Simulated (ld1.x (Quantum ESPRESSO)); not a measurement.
# Which setting gave this result? (helium, TM semilocal)

Base potential:

He, norm-conserving Troullier–Martins (semilocal form), made with ld1.x (Quantum ESPRESSO) 7.5 (LDA (PZ), non-relativistic). Core none, reference 1s1 (charge +1). Waves: 1s (bound): rc 0.80 bohr; 2p channel at 0.4 Ry: rc 0.65 bohr. Local part: the p channel. Core correction: none.

Cutoffs, loose and tight: the cutoffs (Ry, on a coarse ladder) from which the occupation-weighted sum of valence levels, in a spherical-Bessel basis at the reference potential, stays within 10 and 1 mRy of its value at 400 Ry. They do not see the model core or the augmentation charge, which bear on the density cutoff. Test errors are all-electron minus pseudo excitation energies from the reference, over the configurations 1s2; 1s1.5 (two spin-polarised tests are not counted in the largest error); variants that change the core or the reference have their own tests.

Only the s radius is moved:

```csv
s radius (bohr),"cutoff, loose","cutoff, tight",bound ghosts,largest test error (meV)
0.52,140 Ry,230 Ry,none,+2.2
0.66,110 Ry,160 Ry,none,+6.3
0.9,70 Ry,100 Ry,none,+26
1.18,50 Ry,70 Ry,none,+71
```

Question: One more run gave cutoff, loose: 55 Ry; cutoff, tight: 90 Ry; bound ghosts: none; largest test error (meV): +43. Which value of the s radius was used?

Answer: 1.02 bohr. The loose cutoff moves one way along this sweep, from 140 Ry at 0.52 to 50 Ry at 1.18 bohr, which places the run between 0.9 and 1.18 bohr.
